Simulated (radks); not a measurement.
Species: the terbium ion Tb40+. Configuration: [Ar] 3d7.

Method: Dirac Kohn-Sham, relativistic LDA (MacDonald-Vosko exchange, VWN5 correlation), spin-unpolarised, spherical densities, finite nucleus; open shells fill j = l - 1/2 first; Fermi nuclear charge, rms radius 5.06 fm; computed with a radial shooting solver on a logarithmic mesh with Libxc functionals.

Energy parts (eV):
| part | energy |
|---|---|
| total | -287110.06 |
| kinetic | 315247.12 |
| electron-nucleus | -651830.21 |
| Hartree | 53782.03 |
| exchange-correlation | -4309.01 |

Orbitals (lengths in bohr, moments of r in powers of bohr):
1s1/2: occ. 2; eigenvalue (eV) -53464.90; <r^4> 1.079e-06; <1/r> 72.78
2s1/2: occ. 2; eigenvalue (eV) -10494.77; <r^4> 0.0001662; <1/r> 17.48
2p1/2: occ. 2; eigenvalue (eV) -10093.63; <r^4> 0.0001020; <1/r> 17.45
2p3/2: occ. 4; eigenvalue (eV) -9349.592; <r^4> 0.0001344; <1/r> 15.37
3s1/2: occ. 2; eigenvalue (eV) -3670.568; <r^4> 0.005524; <1/r> 6.641
3p1/2: occ. 2; eigenvalue (eV) -3502.685; <r^4> 0.004852; <1/r> 6.569
3p3/2: occ. 4; eigenvalue (eV) -3334.136; <r^4> 0.005856; <1/r> 6.037
3d3/2: occ. 4; eigenvalue (eV) -3057.922; <r^4> 0.003852; <1/r> 5.920
3d5/2: occ. 3; eigenvalue (eV) -3019.530; <r^4> 0.004080; <1/r> 5.788
4s1/2: occ. 0; eigenvalue (eV) -1825.677; <r^4> 0.07306; <1/r> 3.328
4p1/2: occ. 0; eigenvalue (eV) -1754.693; <r^4> 0.07194; <1/r> 3.276
4p3/2: occ. 0; eigenvalue (eV) -1695.884; <r^4> 0.08233; <1/r> 3.090

The highest occupied level is 3d5/2 at -3019.5 eV. Summed over all electrons, <r^2> = 0.8862 bohr^2, which gives a Langevin (diamagnetic) susceptibility term of -0.702 x 10^-6 cm^3/mol. The electron density at the nucleus is 6.751e+05 e/bohr^3. For comparison, the ionisation energy in NIST's Atomic Spectra Database is 3078 eV (theoretical). In exact Kohn-Sham theory the highest level is minus the ionisation energy, but local and semilocal functionals leave it too shallow, through self-interaction and a potential that decays too fast; potentials with the right tail come closer. The density falls to 0.001 e/bohr^3 at r = 0.73 bohr.

Beside tabulated values, note that spin-unpolarised runs miss the spin-polarisation part of the exchange energy of open shells.
